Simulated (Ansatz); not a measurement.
## Which isomer of BF2H2Si gives these data?

These gas-phase data were calculated for one isomer of BF2H2Si at B3LYP-D3(BJ)/6-311G** (harmonic, unscaled wavenumbers; equilibrium rotational constants with average atomic masses):

```
rotational constants            : 9.689, 3.926, 2.804 GHz
all wavenumbers above 1500 cm⁻¹ : 2273, 2246
```

Candidates:

(1) `FB(F)[SiH2]`, a doublet
(2) `B[Si](F)F`, a doublet
(3) `FB[SiH]F`, a doublet

Task: Assign the data to one candidate and say why.

Result: Candidate (1). No mode falls between 2350 and 2900 cm⁻¹, where the B–H stretch of (2), (3) would stand.

The same quantities for all candidates:

|  | rotational constants (GHz) | wavenumbers above 1500 cm⁻¹ | E above the lowest, B3LYP-D3(BJ)/6-311G** (kcal/mol) |
| --- | --- | --- | --- |
| (1) | 9.689, 3.926, 2.804 | 2273, 2246 | 0.0 |
| (2) | 7.915, 5.97, 3.403 | 2734, 2616 | 11.3 |
| (3) | 13.71, 3.221, 2.624 | 2595, 2245 | 13.9 |

Harmonic stretches to hydrogen usually lie a few per cent above observed fundamentals. Each candidate is one conformer. Open shells are spin-unrestricted. Programs: Ansatz 0.2.0.
